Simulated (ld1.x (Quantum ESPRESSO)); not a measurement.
# u(r) = r·R(r): atom against pseudo-atom (Mn)

Columns: radius, all-electron u(r) and pseudo u(r) of the 4p shell (level -1.37 eV) of manganese in the configuration [Ar] 3d5 4s2 4p0; PBE, scalar-relativistic, RRKJ scheme, ld1.x (Quantum ESPRESSO) 7.5.

```
r (bohr)  all-electron  pseudo
   0.175        0.0975  0.0022
   0.350       -0.0407  0.0092
   0.525       -0.1541  0.0212
   0.700       -0.1736  0.0392
   0.875       -0.1282  0.0635
   1.050       -0.0525  0.0943
   1.225        0.0316  0.1314
   1.400        0.1131  0.1737
   1.575        0.1872  0.2196
   1.750        0.2520  0.2667
   1.925        0.3073  0.3129
   2.100        0.3537  0.3558
   2.275        0.3919  0.3935
   2.450        0.4226  0.4247
   2.625        0.4465  0.4489
   2.800        0.4643  0.4665
   2.975        0.4766  0.4781
   3.150        0.4843  0.4849
   3.325        0.4878  0.4879
   3.500        0.4878  0.4878
   3.675        0.4848  0.4848
   3.850        0.4794  0.4794
   4.025        0.4719  0.4719
   4.200        0.4629  0.4629
   4.375        0.4525  0.4525
   4.550        0.4412  0.4412
```

How many radial nodes do the two functions have?

The all-electron 4p function has n − l − 1 = 2; the pseudo-wave has 0, since the states of the same l below it are removed with the core.

At about which radius was the pseudo-wave matched?

3.50 bohr, where the columns begin to agree (steps of 0.17 bohr).

Where does each function peak?

Outermost all-electron maximum near 3.33 bohr, pseudo maximum near 3.33 bohr (to the table’s step).

Is the pseudo-wave norm-conserving?

Yes: the RRKJ scheme keeps the norm inside the radius equal to the all-electron one, which fixes the energy derivative of the logarithmic derivative at the level.
